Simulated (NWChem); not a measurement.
System meant: C2BrCl2F; SMILES C(=C(\Cl)F)(/Br)Cl

The following NWChem deck was run.

```
start job
memory heap 200 mb stack 900 mb global 1100 mb
geometry units angstroms noautosym nocenter noautoz
  F     -1.930519     0.712746     0.000000
  C     -0.644235     0.979344     0.000000
  Cl    -0.283921     2.644088     0.000000
  C      0.279276     0.003965     0.000000
  Cl     1.955777     0.330268     0.000000
  Br    -0.254351    -1.789877     0.000000
end
basis spherical
  * library 6-31g*
end
dft
  xc m06-l
  iterations 150
end
property
  shielding
end
task dft property
```

End of the output:

```
 Vector   48  Occ=0.000000D+00  E=-2.487007D-02
              MO Center=  7.6D-01,  7.0D-01, -7.3D-09, r^2= 3.8D+00
   Bfn.  Coefficient  Atom+Function         Bfn.  Coefficient  Atom+Function
  ----- ------------  ---------------      ----- ------------  ---------------
    71      0.693651  5 Cl px                52      0.669934  4 C  s
    53      0.625961  4 C  px                20      0.583721  2 C  s
    70     -0.578150  5 Cl s                 40      0.465064  3 Cl py
    67      0.430034  5 Cl px                38     -0.386628  3 Cl s
    49      0.378796  4 C  px                18      0.319424  2 C  py

 center of mass
 --------------
 x =  -0.02861488 y =  -0.13414723 z =   0.00000000

 moments of inertia (a.u.)
 ------------------
        1873.033536115175           4.242109474579           0.000000000000
           4.242109474579         780.007940750654           0.000000000000
           0.000000000000           0.000000000000        2653.041476865829

     Multipole analysis of the density
     ---------------------------------

     L   x y z        total         alpha         beta         nuclear
     -   - - -        -----         -----         ----         -------
     0   0 0 0     -0.000000    -45.000000    -45.000000     90.000000

     1   1 0 0     -0.031589      0.026874      0.026874     -0.085336
     1   0 1 0      0.021982     -0.209091     -0.209091      0.440164
     1   0 0 1      0.000000      0.000000      0.000000      0.000000

     2   2 0 0    -43.685269   -209.611182   -209.611182    375.537095
     2   1 1 0      0.644642      3.911135      3.911135     -7.177627
     2   1 0 1     -0.000000     -0.000000     -0.000000      0.000000
     2   0 2 0    -41.267221   -454.803009   -454.803009    868.338798
     2   0 1 1     -0.000001     -0.000000     -0.000000      0.000000
     2   0 0 2    -43.804357    -21.902178    -21.902178      0.000000

          -----------------------------------------
          Chemical Shielding Tensors (GIAO, in ppm)
          -----------------------------------------

 ------------------------------------------------------------------------
  xm06: d2 not coded                    0
 ------------------------------------------------------------------------
 ------------------------------------------------------------------------
  current input line :
    21: task dft property
 ------------------------------------------------------------------------
 ------------------------------------------------------------------------
 This error has not yet been assigned to a category
 ------------------------------------------------------------------------
 For more information see the NWChem manual at https://nwchemgit.github.io

0: xm06: d2 not coded:Received an Error in Communication
```

Task: Can this run be used? If not, why, and what is the fix?

Result: The program stopped with an error. Cause: this functional's second derivatives, which shieldings need, aren't coded here; the fix takes a hybrid GGA instead. This input runs:
```
start job
memory heap 200 mb stack 900 mb global 1100 mb
geometry units angstroms noautosym nocenter noautoz
  F     -1.930519     0.712746     0.000000
  C     -0.644235     0.979344     0.000000
  Cl    -0.283921     2.644088     0.000000
  C      0.279276     0.003965     0.000000
  Cl     1.955777     0.330268     0.000000
  Br    -0.254351    -1.789877     0.000000
end
basis spherical
  * library 6-31g*
end
dft
  xc pbe0
  iterations 150
end
property
  shielding
end
task dft property
```
It converges to -3669.43047 Ha (PBE0/6-31G* (spherical d), GIAO).
